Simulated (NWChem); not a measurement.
BeNH3; SMILES [NH2][BeH]

Computed with NWChem. Coordinates come from a B3LYP/6-31G* (spherical d) optimisation.

Diagonal of the polarisability tensor at PBE/def2-SVPD, static: 27.22, 34.18, 26.09 bohr³.

Find the mean polarisability volume, the molar refraction, and the refractive index that an ideal gas of it would have at 273.15 K and 1 atm.


1. Mean: one third of the trace = 29.16 bohr³ × 0.14818 Å³/bohr³ = 4.32 Å³.
2. Molar refraction (Lorentz-Lorenz): (4π/3) N_A α = 10.9 cm³/mol.
3. Number density p/kT = 2.687 × 10⁻⁵ Å⁻³; n − 1 = 2π N α = 7.30 × 10⁻⁴.
4. These hold the electronic response alone: vibrational and orientational terms add to the static dielectric constant.
